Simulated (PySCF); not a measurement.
C₂H₈N₂Si₂, SMILES CC1=N[Si@@H](N)[SiH2]1.

Geometry: TPSSh-D3(BJ)/def2-SVP. The structure was generated by enumeration; whether it is a known compound was not checked. Other conformers were not sampled.

All values below come from TPSSh-D3(BJ)/def2-SVP in PySCF.

Frequencies are harmonic and unscaled.

```
mode  ν (cm⁻¹)  IR (km/mol)  moving atoms (share of kinetic energy)
----  --------  -----------  --------------------------------------
1           77          3.7                  N 47 %, H 30 %, C 18 %
2          141          1.0                                  H 88 %
3          151          1.4                 H 40 %, N 32 %, Si 26 %
4          252         10.8         H 41 %, N 32 %, C 14 %, Si 13 %
5          269         39.9                           H 84 %, C 8 %
6          295         10.4                 H 48 %, C 29 %, Si 15 %
7          310         25.8         H 34 %, C 24 %, Si 23 %, N 20 %
8          367        107.9                 H 63 %, N 18 %, Si 17 %
9          407         28.1         Si 29 %, C 25 %, N 24 %, H 22 %
10         425         27.6                  Si 63 %, H 20 %, C 9 %
11         498         13.1         H 54 %, Si 23 %, N 13 %, C 10 %
12         554          3.7         C 36 %, Si 30 %, H 24 %, N 10 %
13         637         15.8                          H 74 %, C 17 %
14         658         43.7                                  H 86 %
15         714         18.1                 H 65 %, N 17 %, Si 10 %
16         753         66.9                 N 50 %, H 36 %, Si 12 %
17         806        118.4                  H 78 %, Si 13 %, N 8 %
18         879         61.0                 N 45 %, Si 30 %, H 25 %
19         924        279.5                 H 75 %, Si 14 %, N 11 %
20         943         50.4                                  H 81 %
21         993         37.4                  H 54 %, C 28 %, N 14 %
22        1005          2.0                          H 62 %, C 37 %
23        1178         14.4                          C 68 %, H 27 %
24        1375          5.5                          H 73 %, C 26 %
25        1448         22.6                                  H 92 %
26        1463         10.4                                  H 96 %
27        1554         46.9                          H 89 %, N 11 %
28        1593         85.8                          C 58 %, N 37 %
29        2201        144.0                                  H 98 %
30        2210        108.3                                  H 96 %
31        2261        142.7                                  H 97 %
32        3020         13.0                                  H 97 %
33        3096          9.3                           H 91 %, C 9 %
34        3136         10.3                          H 90 %, C 10 %
35        3551         31.7                                  H 96 %
36        3648         28.9                           H 91 %, N 9 %
```
